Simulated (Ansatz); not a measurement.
Pulling on the N4–H6 bond in CH6GaN (SMILES C[NH][GaH2]) (multiplicity 1 held, fragments rigid). Energies count from the point at 1.009 Å.
Geometry at that point (charge 0, multiplicity 1):
```xyz
9

Ga    -0.386     0.592     0.385
H     -0.356     1.041     1.881
H     -1.213     1.218    -0.783
N      0.670    -0.830    -0.056
C      0.833    -1.450    -1.359
H      1.224    -1.270     0.662
H      0.531    -2.503    -1.357
H      1.869    -1.401    -1.714
H      0.212    -0.934    -2.092
```

Restricted levels (R-, RO-) in cc, def2 and unpolarised 6-31G sets keep to the state of the molecule at rest. Unrestricted levels (U-) break spin symmetry where that is lower. Levels need not reach the same state.

Correlated levels freeze the cores. Filled d and f shells under p-block atoms count as core.

Codes used: Ansatz (Gaussian orbitals). 

Energies in kcal/mol.

```
R (Å)  R-MP2/cc-pVDZ  U-SCS-MP2/cc-pVDZ  U-CCSD/cc-pVDZ  R-CCSD(T)/cc-pVDZ  U-CCSD(T)/cc-pVDZ
-----  -------------  -----------------  --------------  -----------------  -----------------
0.807           38.1               38.1            37.9               38.3               38.3
0.908            8.2                8.2             8.1                8.3                8.3
1.009            0.0                0.0             0.0                0.0                0.0
1.110            3.5                3.4             3.5                3.3                3.3
1.211           13.0               12.8            12.9               12.4               12.4
1.362           31.9               31.5            31.4               30.4               30.4
1.513           51.9               56.1            50.7               49.0               49.1
1.766           82.0               96.1            79.6               75.2               76.7
2.018          105.8              109.8            99.6               93.2               96.8
2.321          126.4              115.4           110.5              104.6              109.8
2.724          142.2              120.0           116.9              107.8              117.9
3.229          147.7              119.6           116.6              103.3              117.7
```

Doubts at one or more of the structures used: a restricted determinant that unrestricted orbitals would lower (R-MP2/cc-pVDZ, R-CCSD(T)/cc-pVDZ); a spin-contaminated determinant (U-SCS-MP2/cc-pVDZ, U-CCSD/cc-pVDZ, U-CCSD(T)/cc-pVDZ); T1 above 0.05 (U-CCSD/cc-pVDZ, R-CCSD(T)/cc-pVDZ, U-CCSD(T)/cc-pVDZ); other coupled-cluster roots lie near (R-CCSD(T)/cc-pVDZ).

Ansatz is a first-principles code.
